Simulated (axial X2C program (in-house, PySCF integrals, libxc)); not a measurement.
# Levels of BrF⁻ by electron attachment to BrF (EOM-EA-CCSD)

Calculated with an in-house all-electron X2C program for linear molecules (integrals from PySCF): two-component X2C with atomic mean-field Coulomb and Gaunt terms, Gaussian nuclei, basis Br dyall-acv3z, F dyall-av3z with contracted cores.

R = 1.759 Å (near the PBE0 minimum at charge 0 of the determinant lowest at the starting distance; the state shown can have its own minimum elsewhere).

Levels of BrF⁻ obtained by attaching an electron to BrF:

```csv
Ω,binding energy (eV),above lowest (cm⁻¹),attached spinor,one-particle weight
1/2,0.596,0,"60% Br pσ, 15% F pσ, 13% Br dσ",0.95
1/2,-1.488,16813,88% Br sσ,0.99
1/2,-2.083,21611,94% Br pπ,0.99
3/2,-2.100,21745,95% Br pπ,0.99
1/2,-2.410,24248,"82% Br pσ, 11% F pσ",0.98
1/2,-4.056,37521,"78% F pσ, 8% Br dσ",0.99
```

Question: Take the first Ω = 1/2 and Ω = 3/2 rows of π character: how far apart are they, and which lies lower?

Answer: E(3/2) − E(1/2) = 21745 − 21611 = 134 cm⁻¹ at EOM-EA-CCSD: regular, Ω = 1/2 lower. Splittings at this level can be off by ten to twenty per cent.

Negative binding energies belong to unbound states, resonances or levels that the basis set holds; within some tenths of an eV of zero the sign is not settled.

This point took 30 s on 1 thread of Arm Neoverse N1 (shared host).

Reference electrons by ω block (each with its −ω partner): 1/2: 15, 3/2: 6, 5/2: 1. 14 electrons of BrF correlated (inner shells frozen), 92 natural virtual spinors (a truncated set); levels can be off by some tenths of an eV. Roots sought by Ω: (1/2: 5, 3/2: 4, 5/2: 2, 7/2: 1); rows need 60 % one-particle weight and stop where some Ω has no more roots. Missing are any skipped roots, higher Ω and states of a further excitation; these come out far too high here and may in truth be low or lowest. T1 of the reference 0.014 (Lee–Taylor). Number of frozen shells: Br 3 s, 2 p, 1 d; F 1 s.
